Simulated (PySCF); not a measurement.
# CsF at B2PLYP

Level: B2PLYP. Cs def2-TZVPP with ECP46, F def2-TZVPP; scalar-relativistic core potentials (PySCF 2.14).

| Property | Result |
| --- | --- |
| state | ¹Σ⁺ (singlet), closed shell |
| bond length | 2.378 Å |
| harmonic wavenumber | 353 cm⁻¹ |
| force constant | 1.22 mdyn/Å |
| rotational constant Be | 0.1794 cm⁻¹ |
| anharmonicity ωexe | 1.63 cm⁻¹ |
| vibration–rotation constant αe | 0.00116 cm⁻¹ |
| well depth De to Cs + F | 5.04 eV |
| dissociation energy D0 | 5.02 eV |
| HOMO–LUMO gap | 7.58 eV |
| bond order (Mayer) | 0.31 |
| dipole moment (positive dipole means Cs(−)F(+)) | -8.17 D |

Correlated steps freeze 1 core orbital. These are scalar-relativistic numbers at best; spin–orbit coupling would shift them, the dissociation energy most. B2PLYP dipoles, levels and charges come from its SCF part alone.
